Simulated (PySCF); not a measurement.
Sound and unsound settings

Molecule: SMILES CO[SiH2][SiH2]F, CH$_{7}$FOSi$_{2}$; geometry GFN2-xTB.

Geometry:
```json
{"atom": "C1", "x (Å)": "-2.200", "y (Å)": "-0.274", "z (Å)": "0.384"}
{"atom": "O2", "x (Å)": "-0.808", "y (Å)": "-0.292", "z (Å)": "0.399"}
{"atom": "Si3", "x (Å)": "0.204", "y (Å)": "0.460", "z (Å)": "-0.627"}
{"atom": "Si4", "x (Å)": "2.206", "y (Å)": "-0.200", "z (Å)": "0.254"}
{"atom": "F5", "x (Å)": "3.314", "y (Å)": "0.499", "z (Å)": "-0.698"}
{"atom": "H6", "x (Å)": "-2.560", "y (Å)": "-0.886", "z (Å)": "1.212"}
{"atom": "H7", "x (Å)": "-2.583", "y (Å)": "-0.678", "z (Å)": "-0.556"}
{"atom": "H8", "x (Å)": "-2.576", "y (Å)": "0.745", "z (Å)": "0.499"}
{"atom": "H9", "x (Å)": "-0.072", "y (Å)": "1.910", "z (Å)": "-0.639"}
{"atom": "H10", "x (Å)": "-0.081", "y (Å)": "0.044", "z (Å)": "-2.014"}
{"atom": "H11", "x (Å)": "2.575", "y (Å)": "-1.614", "z (Å)": "0.178"}
{"atom": "H12", "x (Å)": "2.583", "y (Å)": "0.285", "z (Å)": "1.582"}
```

All runs: PySCF, non-relativistic, gas phase unless a solvent (IEF-PCM) is named; grid level 2, GIAOs and SCF threshold 1e-9 unless changed. The yardstick, PBE0/pcSseg-1, gives these isotropic shieldings σ (ppm, equivalent atoms averaged): C1 130.9, O2 356.4, Si4 348.4, Si3 380.0, H11/H12 26.12, H9/H10 26.47, H6/H7/H8 28.09.

Question: What do these inputs give? (1) B3LYP/MINI; aux def2-universal-jkfit; damp 0.3; (2) HF/pcSseg-1; guess random; conv 0.001; max_cycle 77; (3) PBE/6-31G*; grid level 4; guess vsap; (4) PBE0/pcSseg-1

Answer: 
```tsv
run	outcome	functions	wall time	C1	O2	Si4	Si3	H11/H12	H9/H10	H6/H7/H8
1	converged	40	3.1 s	161.4	493.1	704.5	708.9	26.37	27.15	28.38
2	converged	134	5.4 s	143.2	373.7	397.1	423.8	27.27	27.57	28.63
3	converged	92	23 s	138.5	346.3	371.9	405.1	26.11	26.55	28.74
4	converged	134	10 s	130.9	356.4	348.4	380.0	26.12	26.47	28.09
```

Times are on 1 thread of an Arm Neoverse V2, shared host.

Question: Comment on the technical settings and failures.

Answer: 
- Run 1: The functional and orbital basis differ from the yardstick's, which in itself moves the values. The damping changes the path of the SCF (11 cycles), not the solution, provided the same state is reached. With 40 functions the basis is far too small for magnetic properties. The other auxiliary basis adds little: it changes only the density-fitting error.
- Run 2: The functional differs from the yardstick's, which in itself moves the values. A loose SCF threshold (0.001) leaves errors in the orbitals that response properties inherit. The starting guess, cycle limit change the path of the SCF (13 cycles), not the solution, provided the same state is reached.
- Run 3: The functional and orbital basis differ from the yardstick's, which in itself moves the values. The starting guess changes the path of the SCF (15 cycles), not the solution, provided the same state is reached.

Runs 1, 2 were set up unsoundly or failed; their numbers aren't to be quoted as properties of the molecule.
